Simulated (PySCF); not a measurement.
## Dipole response of Os²⁺ (osmium, charge +2)

[Xe] 4f14 5d5 6s1, high-spin 7S determinant (an excited configuration). All numbers are calculated (PySCF 2.14, the spin-free X2C one-electron Hamiltonian (Gaussian nucleus), in ANO-RCC-VTZP). Coupled (time-dependent) response in atomic units; α is the mean over directions. The basis has no added diffuse functions, which lowers α and C₆.

```json
{"method": "PBE0", "mean α (bohr³)": "18.11", "C₆ (like pair)": "119.2", "S(−4)": "141.1"}
```

S(−4) is the Cauchy moment in α(ω) = α(0) + S(−4) ω² + …

α(iu) at PBE0:

| u (hartree) | α(iu) (bohr³) |
| --- | --- |
| 0 | 18.11 |
| 0.0500 | 17.77 |
| 0.100 | 16.84 |
| 0.200 | 14.14 |
| 0.300 | 11.53 |
| 0.500 | 8.013 |
| 0.750 | 5.738 |
| 1.00 | 4.478 |
| 1.50 | 3.063 |
| 2.00 | 2.250 |
| 3.00 | 1.361 |
| 5.00 | 0.6624 |

A single London oscillator, α(iu) = α/(1 + u²/ω²), gives C₆ = (3/4) ω α². Matching the computed C₆ needs ω = 4 × 119.2 / (3 × 18.11²) = 0.485 hartree.

For an ion, C₆ is the dispersion term alone; charge-induced terms of lower order in 1/R come first.

Spin-orbit coupling, which splits the p, d and f shells strongly at this Z, is absent.
